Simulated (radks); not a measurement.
Values are calculated unless marked as measured or tabulated.
B II, configuration [He] 2s2.

Code: a radial shooting solver on a logarithmic mesh with Libxc functionals. Model: Dirac Kohn-Sham, BLYP, spin-unpolarised, spherical densities, finite nucleus; Fermi nuclear charge, rms radius 2.406 fm.

Energy parts (eV):
part                     energy
total                  -662.444
kinetic                 660.807
electron-nucleus      -1487.595
Hartree                 262.007
exchange-correlation    -97.663

Orbitals (lengths in bohr, moments of r in powers of bohr; <r^-3> diverges for s and p1/2; r(max) is where P^2 peaks; r(90%) holds 90 % of the orbital's charge):
| orbital | occ. | eigenvalue (eV) | <r^-3> | r(90%) | r(max) | small-component weight |
|---|---|---|---|---|---|---|
| 1s1/2 | 2 | -194.1562 | - | 0.592 | 0.2103 | 2.89e-04 |
| 2s1/2 | 2 | -19.4036 | - | 2.79 | 1.435 | 3.41e-05 |

The highest occupied level is 2s1/2 at -19.404 eV. For comparison, the ionisation energy in NIST's Atomic Spectra Database is 25.155 eV (measured). In exact Kohn-Sham theory the highest level is minus the ionisation energy, but local and semilocal functionals leave it too shallow, through self-interaction and a potential that decays too fast; potentials with the right tail come closer.
